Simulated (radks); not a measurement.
Fe2+, configuration [Ar] 3d6. Calculated with a radial shooting solver on a logarithmic mesh with Libxc functionals: scalar-relativistic Kohn-Sham, PBEsol, spin-unpolarised, spherical densities, point nucleus.

Normalised radial functions P(r) = r R(r), r in bohr:

```
   r/bohr * 1s, o 3d (the largest magnitude, 3.71, reaches the edge; | marks zero, & curves that meet)
 0.004521 o               *
 0.006531 o                     *
 0.009437 o                            *
  0.01353 o                                     *
  0.01954 o                                             *
  0.02824 o                                                    *
  0.04047 o                                                      *
  0.05848 o                                                 *
  0.08382 |o                                   *
   0.1211 | o                  *
    0.175 |  o    *
   0.2508 | *   o
   0.3624 *         o
   0.5194 *            o
   0.7504 *             o
    1.084 *           o
    1.554 *       o
    2.245 *    o
    3.244 * o
```

1s: eigenvalue -7010.3 eV, 0 radial nodes, <r> = 0.0585 bohr, 90 % of the charge inside 0.104 bohr. 3d: eigenvalue -25.685 eV, 0 radial nodes, <r> = 1.08 bohr, 90 % of the charge inside 1.86 bohr.
